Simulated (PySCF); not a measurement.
# Correlation energy of Zn³⁺ (zinc, charge +3)

Starting occupation: [Ar] 3d9, 3d3/2 with m_j = -3/2, -1/2, +1/2, +3/2, 3d5/2 with m_j = -3/2, -1/2, +1/2, +3/2, +5/2. All numbers are calculated (PySCF 2.14, X2C-1e with screened-nucleus spin-orbit coupling, Gaussian nucleus, in x2c-TZVPall-2c (6s7p4d1f, 54 functions)). Frozen: [Ne]; 17 electrons correlated; the 6 highest virtual spinors left out.

MP2 pair energies summed by pair of shells (mhartree):

```json
{"pair": "3d-3d", "energy": "-248.14", "share (%)": "48.5"}
{"pair": "3d-3p", "energy": "-158.57", "share (%)": "31.0"}
{"pair": "3p-3p", "energy": "-45.87", "share (%)": "9.0"}
{"pair": "3d-3s", "energy": "-37.66", "share (%)": "7.4"}
{"pair": "3p-3s", "energy": "-18.34", "share (%)": "3.6"}
{"pair": "3s-3s", "energy": "-2.92", "share (%)": "0.6"}
```

Total MP2 correlation energy: -511.50 mhartree.

The GHF reference relaxed away from the jj start to a determinant that is no pure jj level (⟨S²⟩ = 0.75, ⟨J²⟩ = 8.75); the energies belong to that determinant.

This basis was not built for core-valence correlation, so the inner-shell part is incomplete.
